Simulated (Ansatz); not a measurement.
C2H8SeSi, SMILES `[SiH3]CC[SeH]`. The species carries charge 0 and has multiplicity 1. The geometry is a stationary point of PBE0-D4/def2-TZVP. It is one conformer, not always the lowest.

```xyz
12

Si    1.322    0.615    1.064
C     0.390   -0.309   -0.288
C    -1.043    0.161   -0.432
Se   -2.047   -0.713   -1.875
H     0.654    0.415    2.379
H     2.723    0.125    1.158
H     1.340    2.074    0.767
H     0.927   -0.186   -1.233
H     0.420   -1.378   -0.055
H    -1.612    0.030    0.489
H    -1.093    1.220   -0.695
H    -1.980   -2.054   -1.278
```

Problem. What is the dipole moment at ωB97M-V/def2-TZVPP? (Best estimate.)

Solution. Computed: 0.94 D, with components (0.57, -0.20, 0.72) D in this frame, pointing from negative to positive charge.

Problem. And with PBE, r2SCAN, B3LYP? (An estimate is asked.)

Solution. Ansatz gave: PBE 0.90 D, r2SCAN 1.02 D, B3LYP 0.94 D.

Problem. Give the Mulliken charges with ωB97M-V, r2SCAN, PBE in def2-TZVPP. (Estimate.)

Solution. Computed: 
```csv
atom,ωB97M-V,r2SCAN,PBE
Si1,0.17,0.27,0.19
C2,-0.28,-0.15,-0.18
C3,-0.31,-0.13,-0.23
Se4,-0.08,-0.12,-0.10
H5,-0.03,-0.07,-0.05
H6,-0.03,-0.07,-0.05
H7,-0.03,-0.07,-0.06
H8,0.12,0.07,0.10
H9,0.11,0.05,0.09
H10,0.16,0.10,0.13
H11,0.15,0.09,0.12
H12,0.05,0.04,0.04
```

B3LYP here is the variant with VWN-RPA as its local correlation; programs differ in this.
